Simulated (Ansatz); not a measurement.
CH₅AlBrN (`[CH3][Al]([NH2])[Br]`) from Hartree–Fock to CCSD(T)

```xyz
9

C     0.3469   -1.4672   -0.1692
Al   -0.1648    0.3831   -0.4260
N    -0.2574    1.5649    0.8746
Br   -0.6948    1.1582   -2.4903
H     1.2086   -1.7221   -0.7922
H     0.6040   -1.6807    0.8712
H    -0.4658   -2.1379   -0.4622
H    -0.0531    1.3737    1.8419
H    -0.5237    2.5281    0.7522
```

The species carries charge 0 and has multiplicity 1. Correlated methods include outer-core shells of Br, which these sets cover unevenly. Scalar relativity is left out up to krypton. The structure was optimised at the PBE0-D4/def2-TZVP level. It is one conformer, not always the lowest. Frozen core, restricted reference, Ansatz 0.2.0.

| basis | HF (Eh) | MP2 corr. |
| --- | --- | --- |
| def2-SVP | -2909.22722 | -0.60749 |
| def2-TZVPP | -2909.74205 | -0.74429 |
| def2-QZVPP | -2909.80332 | -1.09551 |

(1) Estimate the CCSD correlation energy and the (T) correction in each basis where they were run (hartree).

## Answers

(1) 
| basis | CCSD corr. | (T) |
| --- | --- | --- |
| def2-SVP | -0.64050 | -0.01538 |
| def2-TZVPP | -0.77517 | -0.02804 |
